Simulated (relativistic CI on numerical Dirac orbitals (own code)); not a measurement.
**Level scheme of Tc³⁺**

Computed by Dirac-Coulomb-Breit CI, orbitals from a KLI potential per configuration, model QED (radiative potential, 1s self-energy scaled to tabulated hydrogen-like ionisation energies), valence Slater integrals scaled by 0.85, P86 correlation energy added to each configuration (own radial code, finite nucleus).

CI space (outside the closed core [Ar] 3d10 4s2): 4p6 4d4, 4p6 4d3 5s, 4p6 4d3 5p, 4p6 4d3 4f, 4p6 4d2 5s2, 4p6 4d3 6s, 4p6 4d3 5d, 4p5 4d5, 4p6 4d2 5s 5p, 4p6 4d2 4f2, 4p6 4d3 6p, 4p6 4d3 6d, 4p6 4d3 5f, 4p6 4d3 5g, 4p6 4d2 5p2, 4p6 4d3 6f. Levels of other configurations are missing.

The lowest level is 4p6 4d4 5D_0, with 98 % of that term; Hund's rules for 4p6 4d4 give 5D with J = 0, in agreement.

| No. | Configuration | Term | J | E (cm⁻¹) | % | Landé g | jj configuration (%) |
| --- | --- | --- | --- | --- | --- | --- | --- |
| 1 | 4p6 4d4 | 5D | 0 | 0.0 | 98 |  | 4d3/2^2 4d5/2^2 (62) |
| 2 | 4p6 4d4 | 5D | 1 | 325.0 | 98 | 1.500 | 4d3/2^3 4d5/2 (59) |
| 3 | 4p6 4d4 | 5D | 2 | 892.9 | 99 | 1.500 | 4d3/2^2 4d5/2^2 (67) |
| 4 | 4p6 4d4 | 5D | 3 | 1627.6 | 99 | 1.499 | 4d3/2^2 4d5/2^2 (48) |
| 5 | 4p6 4d4 | 5D | 4 | 2479.3 | 99 | 1.498 | 4d3/2 4d5/2^3 (42) |
| 6 | 4p6 4d4 | 3P | 0 | 14512.1 | 94 |  | 4d3/2^4 (57) |
| 7 | 4p6 4d4 | 3H | 4 | 15444.8 | 87 | 0.836 | 4d3/2^3 4d5/2 (53) |
| 8 | 4p6 4d4 | 3P | 1 | 16201.5 | 97 | 1.492 | 4d3/2^3 4d5/2 (37) |
| 9 | 4p6 4d4 | 3H | 5 | 16218.5 | 94 | 1.043 | 4d3/2^2 4d5/2^2 (85) |
| 10 | 4p6 4d4 | 3H | 6 | 16895.6 | 97 | 1.163 | 4d3/2^2 4d5/2^2 (55) |
| 11 | 4p6 4d4 | 3F | 3 | 17533.3 | 71 | 0.990 | 4d3/2^2 4d5/2^2 (56) |
| 12 | 4p6 4d4 | 3F | 2 | 17628.6 | 97 | 0.674 | 4d3/2^2 4d5/2^2 (54) |
| 13 | 4p6 4d4 | 3F | 4 | 17995.0 | 74 | 1.182 | 4d3/2^2 4d5/2^2 (36) |
| 14 | 4p6 4d4 | 3P | 2 | 18653.5 | 96 | 1.490 | 4d3/2 4d5/2^3 (41) |
| 15 | 4p6 4d4 | 3G | 3 | 19887.9 | 71 | 0.846 | 4d3/2 4d5/2^3 (60) |
| 16 | 4p6 4d4 | 3G | 4 | 20356.0 | 76 | 1.075 | 4d3/2^2 4d5/2^2 (69) |
| 17 | 4p6 4d4 | 3G | 5 | 20883.6 | 94 | 1.190 | 4d3/2 4d5/2^3 (85) |
| 18 | 4p6 4d4 | 1I | 6 | 24329.7 | 97 | 1.004 | 4d3/2 4d5/2^3 (56) |
| 19 | 4p6 4d4 | 3D | 3 | 24631.2 | 97 | 1.328 | 4d3/2 4d5/2^3 (45) |
| 20 | 4p6 4d4 | 3D | 2 | 24771.3 | 90 | 1.160 | 4d3/2^3 4d5/2 (30) |
| 21 | 4p6 4d4 | 3D | 1 | 25196.7 | 98 | 0.509 | 4d3/2 4d5/2^3 (56) |
| 22 | 4p6 4d4 | 1G | 4 | 25752.3 | 89 | 1.010 | 4d5/2^4 (40) |
| 23 | 4p6 4d4 | 1S | 0 | 28943.9 | 96 |  | 4d3/2 4d5/2^3 (57) |
| 24 | 4p6 4d4 | 1D | 2 | 29779.3 | 89 | 1.011 | 4d3/2^2 4d5/2^2 (39) |
| 25 | 4p6 4d4 | 1F | 3 | 34032.0 | 94 | 1.006 | 4d3/2 4d5/2^3 (55) |
| 26 | 4p6 4d4 | 3P | 2 | 39196.4 | 97 | 1.492 | 4d3/2^2 4d5/2^2 (57) |
| 27 | 4p6 4d4 | 3F | 4 | 39765.3 | 97 | 1.245 | 4d3/2^2 4d5/2^2 (74) |
| 28 | 4p6 4d4 | 3F | 2 | 39917.1 | 98 | 0.673 | 4d3/2^2 4d5/2^2 (55) |
| 29 | 4p6 4d4 | 3F | 3 | 40161.1 | 95 | 1.080 | 4d3/2 4d5/2^3 (81) |
| 30 | 4p6 4d4 | 3P | 1 | 40873.7 | 99 | 1.499 | 4d3/2 4d5/2^3 (85) |

Energies count from the lowest computed level. Filled j subshells are mostly left out of the jj labels.

The mean weight of the leading LS term, summed over parents, in these 30 levels is 93 %, and that of the leading jj configuration (from the same eigenvectors) 57 %, so LS coupling describes them better.

Correlation outside the listed configurations is missing or only estimated: errors of thousands of cm⁻¹ between configurations and terms are usual at this charge. Rates and lifetimes follow the computed energies and can be off by large factors. The fine structure of a lone outer electron comes out too small, for d and f at times inverted, and misplaced configurations move strength between like terms.

Landé's interval rule says that E(J) − E(J−1) = AJ with one A. For the ground term the intervals give A = 325.0, 284.0, 244.9, 212.9 cm⁻¹ for J = 1, 2, 3, 4; the multiplet is regular.
